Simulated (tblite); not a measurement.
CH8OSSi2.
Bonds: Si1–C2, C2–O3, O3–Si4, Si4–S5. Hydrogens: H6, H7, H8 on Si1; H9, H10 on C2; H11, H12 on Si4; H13 on S5.

Computed with GFN2-xTB (tblite), gas phase: L-BFGS steps from a force-field or distance-geometry start until the largest atomic force falls under 0.01 eV/Å.

Step 45: E = -464.2360 eV
```
atom  x, y, z in Å  |  force x, y, z in eV/Å
Si1    -1.9753   -0.3807    0.7279   -0.035  -0.026   0.034
C2     -0.9023    0.0512   -0.8011   -0.012   0.003   0.017
O3      0.4552   -0.2933   -0.6281    0.004  -0.035   0.007
Si4     1.6382    0.6604   -0.1017    0.032   0.023   0.025
S5      3.4320   -0.4648   -0.3692   -0.015  -0.018   0.015
H6     -1.1409   -0.3722    1.9287    0.006   0.009  -0.038
H7     -3.0255    0.6354    0.8308    0.023  -0.019  -0.023
H8     -2.5652   -1.7042    0.5193    0.036   0.009   0.031
H9     -0.9755    1.1145   -1.0433   -0.011   0.022  -0.008
H10    -1.2505   -0.5052   -1.6749   -0.008   0.011  -0.033
H11     1.8123    1.8510   -0.9168    0.002   0.043  -0.010
H12     1.4894    0.9892    1.3141   -0.010   0.008  -0.009
H13     3.0036   -1.5808    0.1967   -0.013  -0.030  -0.008
```

Step 46: E = -464.2366 eV
```
atom  x, y, z in Å  |  force x, y, z in eV/Å
Si1    -1.9763   -0.3801    0.7305   -0.010  -0.021  -0.008
C2     -0.9000    0.0519   -0.7966   -0.004   0.006  -0.007
O3      0.4574   -0.2985   -0.6290   -0.012  -0.014   0.027
Si4     1.6382    0.6594   -0.1033    0.023   0.011   0.010
S5      3.4345   -0.4632   -0.3606   -0.010  -0.023   0.012
H6     -1.1444   -0.3699    1.9313    0.018   0.014  -0.011
H7     -3.0299    0.6322    0.8254    0.017  -0.012  -0.017
H8     -2.5579   -1.7050    0.5182    0.018  -0.018   0.033
H9     -0.9696    1.1165   -1.0348   -0.008   0.016  -0.005
H10    -1.2508   -0.4988   -1.6733   -0.012   0.011  -0.023
H11     1.8093    1.8479   -0.9225    0.007   0.041  -0.011
H12     1.4837    0.9947    1.3096   -0.010   0.011   0.008
H13     3.0013   -1.5867    0.1873   -0.016  -0.024  -0.009
```

Step 47: E = -464.2369 eV
```
atom  x, y, z in Å  |  force x, y, z in eV/Å
Si1    -1.9738   -0.3794    0.7326    0.012  -0.012  -0.035
C2     -0.8999    0.0524   -0.7967    0.001   0.006  -0.022
O3      0.4581   -0.3005   -0.6348   -0.021   0.003   0.035
Si4     1.6367    0.6586   -0.1043    0.012   0.002  -0.003
S5      3.4346   -0.4631   -0.3535   -0.004  -0.017   0.006
H6     -1.1407   -0.3671    1.9315    0.023   0.016   0.003
H7     -3.0277    0.6320    0.8237    0.007  -0.006  -0.011
H8     -2.5505   -1.7050    0.5198    0.005  -0.036   0.035
H9     -0.9688    1.1176   -1.0340   -0.005   0.007   0.000
H10    -1.2544   -0.4962   -1.6736   -0.010   0.012  -0.014
H11     1.8071    1.8487   -0.9216    0.011   0.033  -0.008
H12     1.4750    0.9924    1.3075   -0.008   0.016   0.022
H13     2.9999   -1.5900    0.1856   -0.021  -0.024  -0.008
```

Step 48: E = -464.2373 eV
```
atom  x, y, z in Å  |  force x, y, z in eV/Å
Si1    -1.9701   -0.3788    0.7343    0.032  -0.004  -0.050
C2     -0.9002    0.0530   -0.7985    0.001   0.005  -0.031
O3      0.4583   -0.3021   -0.6420   -0.017   0.028   0.042
Si4     1.6347    0.6577   -0.1053   -0.008  -0.005  -0.016
S5      3.4341   -0.4632   -0.3458   -0.003  -0.014   0.002
H6     -1.1344   -0.3633    1.9314    0.020   0.017   0.003
H7     -3.0240    0.6323    0.8228    0.000  -0.005  -0.006
H8     -2.5424   -1.7059    0.5230   -0.003  -0.045   0.036
H9     -0.9688    1.1188   -1.0347   -0.002  -0.003   0.005
H10    -1.2592   -0.4939   -1.6751   -0.003   0.015  -0.003
H11     1.8055    1.8514   -0.9195    0.012   0.011   0.003
H12     1.4646    0.9879    1.3063   -0.004   0.019   0.022
H13     2.9975   -1.5934    0.1853   -0.025  -0.019  -0.009
```

Question: Estimate the geometry and energy of step 49. (The exact step hangs on the optimiser's Hessian estimate; all steps are aligned on step 48, rigid shifts and turns removed.)

Answer: E = -464.2378 eV, largest force 0.065 eV/Å
```
atom  x, y, z in Å  |  force x, y, z in eV/Å
Si1    -1.9624   -0.3774    0.7352    0.044   0.000  -0.048
C2     -0.9018    0.0532   -0.8043   -0.002   0.005  -0.033
O3      0.4578   -0.3009   -0.6557   -0.016   0.031   0.037
Si4     1.6308    0.6565   -0.1068   -0.017  -0.004  -0.014
S5      3.4314   -0.4649   -0.3365    0.005   0.007  -0.012
H6     -1.1195   -0.3575    1.9276    0.014   0.018   0.001
H7     -3.0153    0.6343    0.8245   -0.008  -0.006  -0.002
H8     -2.5312   -1.7068    0.5314   -0.009  -0.049   0.035
H9     -0.9724    1.1190   -1.0397    0.001  -0.001   0.004
H10    -1.2665   -0.4932   -1.6789    0.003   0.013   0.000
H11     1.8046    1.8575   -0.9107    0.016  -0.006   0.008
H12     1.4481    0.9757    1.3056    0.002   0.026   0.026
H13     2.9922   -1.5950    0.1905   -0.033  -0.033  -0.002
```

The energy changes by -0.0005 eV. The first-order estimate −F·Δx gives -0.0007 eV and the mean of the old and new forces, exact on a quadratic surface, -0.0005 eV. The step makes an angle of 82° with the force vector and moves no atom by more than 0.021 Å.

The cost below is that of the whole relaxation. Hardware: Arm Neoverse N1, one thread, on a shared host. Cost: 1.3 s.
